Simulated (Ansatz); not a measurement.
The cluster Pb₂S⁺. Total charge 1; doublet. Geometry PBE-D4/def2-TZVP; atoms count from 1.

Cartesian coordinates in Å:
```
Pb 2.456 0.082 -0.158
Pb -2.456 -0.083 0.157
S 0.000 0.001 0.001
```

In the def2 sets Pb takes a core potential; there is no spin–orbit coupling. Another isomer (doublet) lies 0.51 eV lower at PBE0-D4/def2-TZVP; other spin states weren't run for this one.

**Question.** Estimate the Mulliken populations from the PBE0/def2-TZVP orbitals of Ansatz.

**Answer.** 
| atom | charge (e) | spin (α − β) |
| --- | --- | --- |
| Pb1 | 0.76 | 0.58 |
| Pb2 | 0.76 | 0.58 |
| S3 | -0.51 | -0.16 |
Mulliken values and Mayer orders depend strongly on the basis.

**Question.** Where does the spin sit?

**Answer.** Summed by element: Pb 1.16, S -0.16, of 1 unpaired in all. Largest on single atoms: Pb2 0.58, Pb1 0.58, S3 -0.16.

**Question.** And the Mayer bond orders between bonded heavy atoms (over 0.3)?

**Answer.** Pb1–S3 1.16 (2.46 Å); Pb2–S3 1.16 (2.46 Å). Values over 0.3 also appear between atoms too far apart for a bond (Pb1–Pb2 0.43 at 4.92 Å); they arise where an orbital or an unpaired electron spreads over both atoms.
